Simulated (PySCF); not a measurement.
C₄H₅F, SMILES F[C@H]1C=CC1. Geometry: PBE0-D3(BJ)/def2-SVP. The structure was generated by enumeration; whether it is a known compound was not checked.

Computed equilibrium geometry at PBE0-D3(BJ)/def2-SVP (PySCF confirms it by a frequency run) as a Z-matrix:
```
C
F 1 1.3683
H 1 1.1048 2 107.83
C 1 1.5050 3 114.48 2 -132.32
C 4 1.3418 1 92.90 3 -110.01
H 4 1.0925 5 134.43 1 -176.31
H 5 1.0936 4 133.20 6 -3.37
C 5 1.5105 7 131.84 4 177.03
H 8 1.1010 5 114.82 7 75.53
H 8 1.1029 9 109.19 1 -130.82
```
